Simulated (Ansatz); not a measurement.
GeH2Cl2O, singlet: a trajectory.

in.yaml

```yaml
crystal:
  periodic: [false, false, false]
  atoms:
    - {symbol: Ge, position_ang: [1.307678, 0.023833, 0.291503]}
    - {symbol: O, position_ang: [-0.026853, -0.710209, -0.811536]}
    - {symbol: H, position_ang: [-0.572932, 0.645758, -0.863871]}
    - {symbol: Cl, position_ang: [-0.475345, 1.983825, -0.472769]}
    - {symbol: Cl, position_ang: [0.392719, -0.653831, 2.181188]}
    - {symbol: H, position_ang: [-0.625266, -1.289376, -0.324514]}
basis:
  gaussian: {orbitals: def2-SVP}
hamiltonian: {xc: pbe0, dispersion: d4}
md: {n_steps: 60, timestep: 0.25, temperature: 200, ensemble: nvt_langevin, seed: 374, friction: 0.01, initial_velocities: maxwell_boltzmann}
```

Command:

```bash
ansatz run in.yaml --threads 4 --pin off --events-out ev --progress --plain --max-ram 9574MiB
```

The run's output (Ansatz 0.2.0):

```
Functional definition: PBE0
  name "PBE0"
  cite "Adamo & Barone, J. Chem. Phys. 110, 6158 (1999) doi:10.1063/1.478522"
  cite "Perdew, Burke & Ernzerhof, Phys. Rev. Lett. 77, 3865 (1996) doi:10.1103/PhysRevLett.77.3865"
  parent pbe
  parameter a = 0.25
  parameter kappa = 0.804
  parameter beta = 0.06672455060314922
  exchange = (1 - a)*pbe_x(kappa = kappa, mu = beta*pi^2/3) + a*exact_x
  correlation = pbe_c(beta = beta)
927 factors; integrals over basis functions are off by at most 2.3e-4 eV
mean field evaluation 1: about -83607.1751 eV, gradient 4.7e1 eV
mean field evaluation 2: about -83594.9387 eV, gradient 9.1e1 eV
mean field evaluation 4: about -83611.0421 eV, gradient 4.3e0 eV
mean field evaluation 8: about -83611.1013 eV, gradient 3.6e-2 eV
mean field -83611.10134190 eV, -3072.6513006746 hartree, gradient 3.8e-5 eV, S^2 0.000000; 0 other end points of the search recorded, 0 dependent functions left out
the calculation of the forces begins
reference -83611.10136272 eV, -3072.6513014399 hartree; 38, 38 occupied and 54, 54 virtual orbitals, 927 factors
md step     0: t =     0.00 fs  T =   166.7 K  F+E_penalty+E_count = -83611.24957354 eV  E_kin = 0.129260 eV  (26 SCF iters)
md step     1: t =     0.25 fs  T =   166.5 K  F+E_penalty+E_count = -83611.24874056 eV  E_kin = 0.129149 eV  (25 SCF iters)
md step     2: t =     0.50 fs  T =   162.4 K  F+E_penalty+E_count = -83611.24735194 eV  E_kin = 0.125949 eV  (25 SCF iters)
md step     3: t =     0.75 fs  T =   152.9 K  F+E_penalty+E_count = -83611.24564564 eV  E_kin = 0.118616 eV  (25 SCF iters)
md step     4: t =     1.00 fs  T =   152.8 K  F+E_penalty+E_count = -83611.24368130 eV  E_kin = 0.118516 eV  (25 SCF iters)
md step     5: t =     1.25 fs  T =   160.5 K  F+E_penalty+E_count = -83611.24165173 eV  E_kin = 0.124497 eV  (25 SCF iters)
md step     6: t =     1.50 fs  T =   168.9 K  F+E_penalty+E_count = -83611.24011565 eV  E_kin = 0.131004 eV  (25 SCF iters)
md step     7: t =     1.75 fs  T =   163.9 K  F+E_penalty+E_count = -83611.23947193 eV  E_kin = 0.127152 eV  (25 SCF iters)
md step     8: t =     2.00 fs  T =   152.1 K  F+E_penalty+E_count = -83611.23967247 eV  E_kin = 0.117951 eV  (25 SCF iters)
md step     9: t =     2.25 fs  T =   146.6 K  F+E_penalty+E_count = -83611.24034729 eV  E_kin = 0.113696 eV  (25 SCF iters)
md step    10: t =     2.50 fs  T =   149.4 K  F+E_penalty+E_count = -83611.24125045 eV  E_kin = 0.115895 eV  (25 SCF iters)
md step    11: t =     2.75 fs  T =   152.7 K  F+E_penalty+E_count = -83611.24222519 eV  E_kin = 0.118467 eV  (25 SCF iters)
md step    12: t =     3.00 fs  T =   152.2 K  F+E_penalty+E_count = -83611.24318271 eV  E_kin = 0.118026 eV  (24 SCF iters)
md step    13: t =     3.25 fs  T =   158.4 K  F+E_penalty+E_count = -83611.24392877 eV  E_kin = 0.122847 eV  (24 SCF iters)
md step    14: t =     3.50 fs  T =   162.4 K  F+E_penalty+E_count = -83611.24417151 eV  E_kin = 0.125964 eV  (24 SCF iters)
md step    15: t =     3.75 fs  T =   163.6 K  F+E_penalty+E_count = -83611.24380164 eV  E_kin = 0.126895 eV  (24 SCF iters)
md step    16: t =     4.00 fs  T =   159.0 K  F+E_penalty+E_count = -83611.24288285 eV  E_kin = 0.123287 eV  (24 SCF iters)
md step    17: t =     4.25 fs  T =   152.4 K  F+E_penalty+E_count = -83611.24159412 eV  E_kin = 0.118181 eV  (24 SCF iters)
md step    18: t =     4.50 fs  T =   146.5 K  F+E_penalty+E_count = -83611.24007608 eV  E_kin = 0.113621 eV  (24 SCF iters)
md step    19: t =     4.75 fs  T =   140.2 K  F+E_penalty+E_count = -83611.23843659 eV  E_kin = 0.108708 eV  (25 SCF iters)
md step    20: t =     5.00 fs  T =   141.3 K  F+E_penalty+E_count = -83611.23682982 eV  E_kin = 0.109618 eV  (25 SCF iters)
md step    21: t =     5.25 fs  T =   127.9 K  F+E_penalty+E_count = -83611.23531368 eV  E_kin = 0.099215 eV  (27 SCF iters)
md step    22: t =     5.50 fs  T =   121.0 K  F+E_penalty+E_count = -83611.23412037 eV  E_kin = 0.093875 eV  (25 SCF iters)
md step    23: t =     5.75 fs  T =   115.3 K  F+E_penalty+E_count = -83611.23335539 eV  E_kin = 0.089400 eV  (25 SCF iters)
md step    24: t =     6.00 fs  T =   116.9 K  F+E_penalty+E_count = -83611.23305691 eV  E_kin = 0.090633 eV  (25 SCF iters)
md step    25: t =     6.25 fs  T =   119.2 K  F+E_penalty+E_count = -83611.23328043 eV  E_kin = 0.092433 eV  (25 SCF iters)
md step    26: t =     6.50 fs  T =   117.8 K  F+E_penalty+E_count = -83611.23396506 eV  E_kin = 0.091379 eV  (25 SCF iters)
md step    27: t =     6.75 fs  T =   132.0 K  F+E_penalty+E_count = -83611.23512394 eV  E_kin = 0.102343 eV  (25 SCF iters)
md step    28: t =     7.00 fs  T =   127.0 K  F+E_penalty+E_count = -83611.23646841 eV  E_kin = 0.098463 eV  (25 SCF iters)
md step    29: t =     7.25 fs  T =   125.6 K  F+E_penalty+E_count = -83611.23771333 eV  E_kin = 0.097442 eV  (25 SCF iters)
md step    30: t =     7.50 fs  T =   130.5 K  F+E_penalty+E_count = -83611.23873327 eV  E_kin = 0.101187 eV  (25 SCF iters)
md step    31: t =     7.75 fs  T =   126.5 K  F+E_penalty+E_count = -83611.23937015 eV  E_kin = 0.098130 eV  (25 SCF iters)
md step    32: t =     8.00 fs  T =   122.9 K  F+E_penalty+E_count = -83611.23961783 eV  E_kin = 0.095304 eV  (25 SCF iters)
md step    33: t =     8.25 fs  T =   125.1 K  F+E_penalty+E_count = -83611.23956853 eV  E_kin = 0.097002 eV  (25 SCF iters)
md step    34: t =     8.50 fs  T =   130.3 K  F+E_penalty+E_count = -83611.23918047 eV  E_kin = 0.101027 eV  (25 SCF iters)
md step    35: t =     8.75 fs  T =   130.4 K  F+E_penalty+E_count = -83611.23855416 eV  E_kin = 0.101158 eV  (25 SCF iters)
md step    36: t =     9.00 fs  T =   121.0 K  F+E_penalty+E_count = -83611.23802646 eV  E_kin = 0.093820 eV  (25 SCF iters)
md step    37: t =     9.25 fs  T =   119.9 K  F+E_penalty+E_count = -83611.23777343 eV  E_kin = 0.092967 eV  (25 SCF iters)
md step    38: t =     9.50 fs  T =   118.1 K  F+E_penalty+E_count = -83611.23798067 eV  E_kin = 0.091556 eV  (25 SCF iters)
md step    39: t =     9.75 fs  T =   119.2 K  F+E_penalty+E_count = -83611.23900596 eV  E_kin = 0.092443 eV  (25 SCF iters)
md step    40: t =    10.00 fs  T =   121.9 K  F+E_penalty+E_count = -83611.24074632 eV  E_kin = 0.094544 eV  (25 SCF iters)
md step    41: t =    10.25 fs  T =   124.5 K  F+E_penalty+E_count = -83611.24291599 eV  E_kin = 0.096587 eV  (25 SCF iters)
md step    42: t =    10.50 fs  T =   133.8 K  F+E_penalty+E_count = -83611.24552615 eV  E_kin = 0.103794 eV  (25 SCF iters)
md step    43: t =    10.75 fs  T =   145.2 K  F+E_penalty+E_count = -83611.24860718 eV  E_kin = 0.112647 eV  (27 SCF iters)
md step    44: t =    11.00 fs  T =   149.0 K  F+E_penalty+E_count = -83611.25200743 eV  E_kin = 0.115597 eV  (24 SCF iters)
md step    45: t =    11.25 fs  T =   154.4 K  F+E_penalty+E_count = -83611.25548045 eV  E_kin = 0.119717 eV  (24 SCF iters)
md step    46: t =    11.50 fs  T =   159.4 K  F+E_penalty+E_count = -83611.25883139 eV  E_kin = 0.123659 eV  (24 SCF iters)
md step    47: t =    11.75 fs  T =   165.2 K  F+E_penalty+E_count = -83611.26194819 eV  E_kin = 0.128120 eV  (24 SCF iters)
md step    48: t =    12.00 fs  T =   171.2 K  F+E_penalty+E_count = -83611.26488002 eV  E_kin = 0.132794 eV  (24 SCF iters)
md step    49: t =    12.25 fs  T =   180.7 K  F+E_penalty+E_count = -83611.26773450 eV  E_kin = 0.140169 eV  (24 SCF iters)
md step    50: t =    12.50 fs  T =   186.0 K  F+E_penalty+E_count = -83611.27051866 eV  E_kin = 0.144227 eV  (24 SCF iters)
md step    51: t =    12.75 fs  T =   178.5 K  F+E_penalty+E_count = -83611.27335906 eV  E_kin = 0.138445 eV  (24 SCF iters)
md step    52: t =    13.00 fs  T =   193.5 K  F+E_penalty+E_count = -83611.27644008 eV  E_kin = 0.150100 eV  (24 SCF iters)
md step    53: t =    13.25 fs  T =   193.4 K  F+E_penalty+E_count = -83611.27978396 eV  E_kin = 0.149966 eV  (25 SCF iters)
md step    54: t =    13.50 fs  T =   197.9 K  F+E_penalty+E_count = -83611.28351440 eV  E_kin = 0.153499 eV  (25 SCF iters)
md step    55: t =    13.75 fs  T =   200.1 K  F+E_penalty+E_count = -83611.28775145 eV  E_kin = 0.155222 eV  (25 SCF iters)
md step    56: t =    14.00 fs  T =   209.4 K  F+E_penalty+E_count = -83611.29247096 eV  E_kin = 0.162419 eV  (25 SCF iters)
md step    57: t =    14.25 fs  T =   213.2 K  F+E_penalty+E_count = -83611.29767054 eV  E_kin = 0.165318 eV  (25 SCF iters)
md step    58: t =    14.50 fs  T =   208.9 K  F+E_penalty+E_count = -83611.30329866 eV  E_kin = 0.162000 eV  (25 SCF iters)
md step    59: t =    14.75 fs  T =   207.7 K  F+E_penalty+E_count = -83611.30938289 eV  E_kin = 0.161080 eV  (25 SCF iters)
md step    60: t =    15.00 fs  T =   224.6 K  F+E_penalty+E_count = -83611.31598967 eV  E_kin = 0.174196 eV  (27 SCF iters)
Total energy: -83611.31601042 eV, -3072.6591895974 hartree
Atom 0 at     1.304355     0.046452     0.312408 Å, force     0.761454     1.011978     0.697492 eV/Å
Atom 1 at    -0.003702    -0.683799    -0.847924 Å, force    -1.602858    -0.676417    -0.132753 eV/Å
Atom 2 at    -0.455365     0.394923    -0.959880 Å, force     0.058804    -0.468576    -0.051945 eV/Å
Atom 3 at    -0.457511     1.927289    -0.503786 Å, force     0.392305    -0.146760     0.237221 eV/Å
Atom 4 at     0.373560    -0.684413     2.198057 Å, force    -0.066936    -0.002513    -0.271245 eV/Å
Atom 5 at    -0.672627    -1.190511    -0.327354 Å, force     0.457231     0.282288    -0.478771 eV/Å
Dipole moment:     0.105351    -0.518360    -0.177812 e Å

[the SCF lines of later steps are left out]
```

Hardware: 4 CPU threads of an Intel Xeon Platinum 8259CL, shared host. Wall time about 90 s.
